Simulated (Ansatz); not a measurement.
A search over several starts for the lowest SCF solution of the cluster Ru₃H₆ at the given spin, in a small basis.

```yaml
crystal:
  periodic: [false, false, false]
  atoms:
    - {symbol: Ru, position_ang: [-0.209217, 1.383326, 0.111534]}
    - {symbol: Ru, position_ang: [-1.185006, -0.811274, -0.300727]}
    - {symbol: Ru, position_ang: [1.175461, -0.617248, 0.145110]}
    - {symbol: H, position_ang: [1.958049, 0.530606, -0.638285]}
    - {symbol: H, position_ang: [-1.428433, 1.069234, 1.057584]}
    - {symbol: H, position_ang: [-0.650787, -1.716851, 0.894097]}
    - {symbol: H, position_ang: [1.595654, 0.313967, 1.369746]}
    - {symbol: H, position_ang: [-1.015642, 1.316877, -1.239600]}
    - {symbol: H, position_ang: [-0.240077, -1.468648, -1.399458]}
basis:
  gaussian: {orbitals: def2-SVP, initial_orbitals: start.molden}
magnetization: {spin_polarized: true, initial_magnetization: 2}
hamiltonian: {xc: pbe0, dispersion: d4}
output: {orbitals: {seedname: orbitals}}
```

The file start.molden holds the orbitals of an earlier run on this structure, at another level or in another basis.

```sh
$ ansatz run in.yaml --threads 4 --pin off --events-out ev --progress --plain --max-ram 3916MiB
```

It prints (some lines left out):

```
Functional definition: PBE0
1302 factors; integrals over basis functions are off by at most 1.2e-3 eV
mean field evaluation 1: about -7838.6165 eV, gradient 4.4e-1 eV
mean field evaluation 2: about -7838.8941 eV, gradient 3.0e-4 eV
mean field evaluation 4: about -7838.8941 eV, gradient 2.4e-5 eV
mean field evaluation 8: about -7838.8941 eV, gradient 1.3e-5 eV
mean field evaluation 16: about -7838.1845 eV, gradient 5.6e0 eV
mean field evaluation 32: about -7838.8306 eV, gradient 5.5e-1 eV
mean field -7838.89410609 eV, -288.0740450054 hartree, gradient 5.3e-6 eV, S^2 2.393961; 7 other end points of the search recorded, 0 dependent functions left out
reference -7838.89415384 eV, -288.0740467602 hartree; 28, 26 occupied and 95, 97 virtual orbitals, 1302 factors
Total energy: -7839.25561086 eV, -288.0873300608 hartree
```

Run time 12 s (4 threads of Arm Neoverse V2 on a shared host).

In the def2 sets Ru takes a core potential; there is no spin–orbit coupling. The charge 0 triplet is spin-contaminated (final ⟨S²⟩ up to 2.39, 2.00 for a pure state). The geometry of the triplet was relaxed on an unsound state (⟨S²⟩ 2.39, where a pure state has 2.00). At PBE0-D4/def2-TZVP a quintet of charge 0 lies 0.38 eV below the triplet, each at its own geometry. The structure comes from a short search, and lower isomers may exist.
